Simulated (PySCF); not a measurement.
Compound: C3H3BF2Se.
Atom-mapped SMILES: `[F:1][BH:2][C:3]1=[C:4]([F:5])[CH2:6][Se:7]1` (hydrogens: H8 on B2; H9, H10 on C6)

Computed by this run: PBE0-D3(BJ)/def2-SVP geometry optimisation, gas phase in PySCF 2.14.0; density fitting, grid level 1; the optimiser is geomeTRIC in internal coordinates, started from a GFN2-xTB structure with every atom displaced at random (about 0.01 Å).

Geometry at step 1:
```
atom  x, y, z in Å
F1      2.6879    0.2826   -1.4681
B2      1.9893   -0.2721   -0.4902
C3      0.4993    0.0336   -0.3441
C4     -0.4148   -0.2625    0.6193
F5     -0.1491   -0.8121    1.7735
C6     -1.7144    0.3179    0.2125
Se7    -0.8045    0.9802   -1.4302
H8      2.5529   -1.0385    0.2616
H9     -2.0827    1.1284    0.8564
H10    -2.5261   -0.3951   -0.0146
```

Q: Give the atomic forces at this geometry.

A: 
```csv
atom,Fx (eV/Å),Fy (eV/Å),Fz (eV/Å)
F1,0.001,0.004,-0.053
B2,0.084,-0.105,0.060
C3,-0.739,-0.102,0.202
C4,1.033,0.516,-0.622
F5,-0.328,-0.407,0.502
C6,-0.177,-0.086,-0.158
Se7,-0.027,0.010,-0.013
H8,0.012,0.101,-0.032
H9,0.006,0.028,0.040
H10,0.137,0.042,0.074
```

The largest, 1.31 eV/Å, acts on C4; the rms over all components is 0.315 eV/Å. The forces sum to zero within rounding, as they must for an isolated molecule in no field.

Q: Give the force on C4 in Eh/bohr and in nN.

A: 1.312 eV/Å ÷ 51.422 = 0.02551 Eh/bohr, and 1.312 eV/Å × 1.602 = 2.10 nN.

Q: How far is this geometry from the end of the optimisation?

A: 0.048 eV above it, and 0.087 Å rms away after alignment. The bonds farthest from their final lengths, with half the difference of the two atoms' forces along the bond (positive lengthens):

```tsv
bond	now (Å)	final (Å)	force along bond (eV/Å)
C3=C4	1.361	1.349	-0.95
C4–F5	1.306	1.315	+0.55
B2–C3	1.528	1.533	+0.41
C6–Se7	1.991	1.987	-0.01
C6–H10	1.104	1.100	-0.18
B2–H8	1.213	1.209	-0.11
```

The angle farthest from its final value is C3–C4–F5, 125.5° against 129.0°.

The cost below is that of the whole optimisation. The run took 71 s of wall time on an Arm Neoverse V1 with one thread, no GPU (shared host), and the process peaked at 0.55 GiB of memory.
